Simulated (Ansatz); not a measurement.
Z-matrix (Å, degrees):
```
C
C 1 1.494
C 1 1.518 2 115.8
H 1 1.099 2 108.4 3 123.3
H 1 1.098 2 107.8 3 -124.0
C 2 1.326 1 126.6 3 1.0
H 2 1.089 1 115.1 3 -179.2
C 3 1.526 1 113.4 2 -179.2
H 3 1.095 1 108.7 2 59.9
H 3 1.093 1 109.4 2 -55.4
H 6 1.084 2 121.0 1 179.8
H 6 1.084 2 122.2 1 -0.3
C 8 1.530 3 116.5 1 67.9
H 8 1.096 3 109.1 1 -168.8
H 8 1.096 3 107.7 1 -54.6
C 13 1.527 8 115.7 3 87.3
H 13 1.095 8 108.3 3 -152.6
H 13 1.095 8 110.2 3 -38.1
C 16 1.526 13 116.9 8 -65.1
H 16 1.095 13 108.2 8 171.5
H 16 1.096 13 108.4 8 57.6
C 19 1.524 16 115.3 13 -57.5
H 19 1.097 16 108.0 13 -179.1
H 19 1.095 16 109.7 13 66.4
C 22 1.520 19 113.9 16 -59.3
H 22 1.095 19 108.4 16 178.8
H 22 1.095 19 110.0 16 63.9
H 25 1.094 22 111.1 19 -55.8
H 25 1.093 22 111.8 19 64.3
H 25 1.092 22 111.2 19 -175.7
```

Charge 0, multiplicity 1.

(1) List the ωB97M-V/def2-TZVPP orbital energies in eV (the Gaussian-basis code of Ansatz). (Estimate.)

Results:

(1) The calculation gave: Occupied: -281.45, -281.36, -281.19, -281.17, -281.13, -281.13, -281.11, -281.09, -281.03, -280.96, -25.73, -25.16, -24.28, -23.24, -22.11, -21.23, -20.07, -19.07, -17.90, -17.47, -16.09, -16.02, -15.43, -15.05, -14.77, -14.29, -13.90, -13.62, -13.20, -12.98, -12.68, -12.31, -12.25, -11.77, -11.52, -11.36, -10.98, -10.89, -10.79, -9.58. Lowest empty: 2.53, 2.57, 2.83, 3.08, 3.20, 3.76, 3.93, 3.98.
